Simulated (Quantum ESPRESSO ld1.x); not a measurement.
Q: Pb XXXVI, configuration [Kr] 4d10 4f1. All-electron calculation, Dirac Kohn-Sham, PBE, spin-unpolarised, spherical densities, point nucleus; open shells fill j = l - 1/2 first. Program: ld1.x of Quantum ESPRESSO 7.5.

Spin-orbit splittings of the eigenvalues, e(l+1/2) - e(l-1/2), with zeta = 2 splitting/(2l+1) and mean radii in bohr:

shell  occ.  splitting (eV)  zeta (eV)  <r> j=l-1/2  <r> j=l+1/2
2p        6            2189       1459      0.05489      0.06382
3p        6           493.7      329.1       0.1637       0.1795
3d       10           104.9      41.97       0.1560       0.1608
4p        6           143.2      95.48       0.3601       0.3865
4d       10           29.25      11.70       0.3782       0.3857
4f        1           8.133      2.324       0.3593       0.3625
5p        0               ?          ?       0.6614       0.6969

Estimate the 5p splitting.

A: 54.43 eV (zeta = 36.28 eV).
